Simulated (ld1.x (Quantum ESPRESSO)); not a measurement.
**Varying the ultrasoft potential for beryllium**

Base potential:

ld1.x (Quantum ESPRESSO) 7.5 input, shortened:

```
&input
   title='Be', zed=4., rel=0, dft='PBE', iswitch=3,
   config='[He] 2s2 2p0 3d-2'
 /
 &inputp
   pseudotype=3, tm=.true., lloc=-1, rcloc=1.75,
   nlcc=.true., new_core_ps=.true., rcore=0.90
 /
5
2S  1  0   2.00   0.00  1.15  1.50  0.0
2S  1  0   0.00   0.05  1.15  1.50  0.0
2P  2  1   0.00   0.00  3.25  4.50  0.0
2P  2  1   0.00   1.80  3.25  4.50  0.0
3D  3  2  -2.00   0.30  3.45  3.80  0.0
 &test
   configts(1)='2s2 2p0'
 /
```

Cutoffs, loose and tight: the cutoffs (Ry, on a coarse ladder) from which the occupation-weighted sum of valence levels, in a spherical-Bessel basis at the reference potential, stays within 10 and 1 mRy of its value at 400 Ry. They do not see the model core or the augmentation charge, which bear on the density cutoff. Test errors are all-electron minus pseudo excitation energies from the reference, over the configurations 2s1 2p0; 2s1.5 2p0; 2s1 2p1; 2s0 2p2; 2s0 2p1. A dash means not determined; rows that change the core or the reference have their own tests.

A true bound ghost makes a file unfit for plane-wave use even where its test errors are small: the radial tests pick states by their node count and pass the ghost by.

Cutoffs are not given where the Bessel-basis levels miss the radial ones by over 6 mRy, ghosts where they miss by over 20 mRy; a channel whose overlap is not positive is not tested.

A file whose overlap is not positive is unfit for use, and its test errors describe a broken file.

| change | outcome | cutoff, loose | cutoff, tight | bound ghosts | largest test error (meV) |
| --- | --- | --- | --- | --- | --- |
| base | generated, overlap not positive | – | – | p (d not tested, overlap not positive) | -321 |
| all radii but the core radius scaled by about 1.13 (s 1.70, p 5.10, d 4.30 bohr, rcut 1.30/3.68/3.90); local potential all-electron potential smoothed inside 1.98 bohr (lloc = -1) | generated, overlap not positive | – | – | not determined (overlap not positive) | -432 |
| core correction Bessel-smoothed model core inside 0.98 bohr | generated, overlap not positive | – | – | p (d not tested, overlap not positive) | -320 |
| local potential all-electron potential smoothed inside 2.45 bohr (lloc = -2) | generated | 10 Ry | 18 Ry | p | -357 |
| wave 3d channel at 0.3 Ry: rcut 3.45, rcutus 3.80 bohr becomes 3d channel at 0.3 Ry: rcut 3.45, rcutus 5.52 bohr | generated | 10 Ry | 18 Ry | p | -321 |
| local potential all-electron potential smoothed inside 5.12 bohr (lloc = -1) | generated | 10 Ry | 18 Ry | p | -351 |
| functional PBEsol | generated, overlap not positive | – | – | p (d not tested, overlap not positive) | -288 |
| waves 2s (bound): rcut 1.15, rcutus 1.34 bohr; 2s channel at 0.05 Ry: rcut 1.15, rcutus 1.34 bohr | failed: run_pseudo: Errors in PS-KS equation | – | – | – | – |
| waves 2p (bound): rcut 3.25, rcutus 6.80 bohr; 2p channel at 1.8 Ry: rcut 3.25, rcutus 6.80 bohr | failed: compute_chi: phi_in too large before r_c | – | – | – | – |
| wave 2s channel at 0.05 Ry: rcut 1.15, rcutus 1.50 bohr becomes 2s channel at -0.12 Ry: rcut 1.15, rcutus 1.50 bohr | generated, overlap not positive | – | – | p (d not tested, overlap not positive) | -321 |
| added wave 3d channel at 2.3 Ry: rcut 3.45, rcutus 3.80 bohr | generated, overlap not positive | – | – | p (d not tested, overlap not positive) | -321 |

Q: What comes out with this change to the base: type TM; waves now 2s (bound): rc 1.50 bohr; 2p (bound): rc 4.50 bohr; 3d channel at 0.3 Ry: rc 3.80 bohr; local potential all-electron potential smoothed inside 1.95 bohr (lloc = -2)?

A: outcome: generated; cutoff, loose: 10 Ry; cutoff, tight: 30 Ry; bound ghosts: none; largest test error (meV): -267.
